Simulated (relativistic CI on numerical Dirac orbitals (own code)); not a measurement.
Os⁶⁺ (5d2) in a crystal field

Calculated by Dirac-Coulomb-Breit CI, KLI orbitals optimised for each configuration, QED by a radiative potential, one configuration in a parametric crystal field, unscaled Slater integrals (own radial code). With so little scaling, terms lie 10 to 35 % too far apart, which can change the order of excited levels.

Field parameters in Wybourne normalisation: Oh B⁴₀ = 21Dq, B⁴₄ = √(5/14) B⁴₀. The field is a parameter set, without covalency.

S is read from ⟨S²⟩ = S(S + 1).

Levels (cm⁻¹, degeneracy): 0 (2), 865 (3), 8154 (3), 10353 (1), 18104 (3), 20110 (2), 27882 (1), 30359 (3), 31392 (3), 32066 (2), 34025 (1), 40732 (3).

Question: Which field gives this pattern?
A. Oh, 10Dq = 25950 cm⁻¹
B. Oh, 10Dq = 10000 cm⁻¹
C. Oh, 10Dq = 18000 cm⁻¹
D. Oh, 10Dq = 41950 cm⁻¹

Answer: A. Oh, 10Dq = 25950 cm⁻¹, ground level with S = 0.96.
